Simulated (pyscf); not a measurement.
# O=Ta(Cl)(Cl)–Cl (SMILES [O]=[Ta]([Cl])([Cl])[Cl]), singlet

Gas-phase minimum from PySCF at ωB97X-D3(BJ)/def2-SVP, one conformer. 

SMILES: [Cl][Ta]([Cl])(=[O])[Cl]
```xyz
5

O      1.0611     1.1167    -0.6067
Ta     0.7291    -0.3312     0.2103
Cl     1.0045     0.0801     2.4434
Cl    -1.4288    -0.9051    -0.2859
Cl     2.2162    -1.8923    -0.5538
```
Charge 0, spin multiplicity 1.

Bond lengths (Å): O1–Ta2 1.695, Ta2–Cl3 2.287, Ta2–Cl4 2.287, Ta2–Cl5 2.287. Bond angles (°): O1–Ta2–Cl3 107.1, O1–Ta2–Cl4 107.1, O1–Ta2–Cl5 107.1, Cl3–Ta2–Cl4 111.7, Cl3–Ta2–Cl5 111.7, Cl4–Ta2–Cl5 111.7.

Properties at ωB97X-D3(BJ)/def2-SVP:

| Quantity | Result |
|---|---|
| Harmonic wavenumbers, unscaled | 101, 101, 118, 222, 222, 410, 430, 430, 1062 cm⁻¹ |
| Zero-point energy | 4.4 kcal/mol |
| Rotational symmetry number | 3 |
| Entropy of this conformer at 298 K and 1 atm, rigid rotor and harmonic oscillator, modes under 100 cm⁻¹ raised to 100 | 363.2 J/(mol K) |
| Dipole moment | 1.43 D |

Single-point totals, which compare only within one level:

| level | total energy (hartree) |
|---|---|
| ωB97X-D3(BJ)/def2-TZVP | -1513.26506 |
| PBE/def2-TZVP | -1512.60984 |
| r²SCAN/def2-TZVP | -1513.12091 |
| B3LYP-D3(BJ)/def2-TZVP | -1513.27964 |
| PBE0-D3(BJ)/def2-TZVP | -1512.66632 |
| M06-2X/def2-TZVP | -1513.02097 |
| ωB97M-D3(BJ)/def2-TZVP | -1513.32632 |

Elements past Kr carry the def2 core potentials, without spin-orbit coupling.
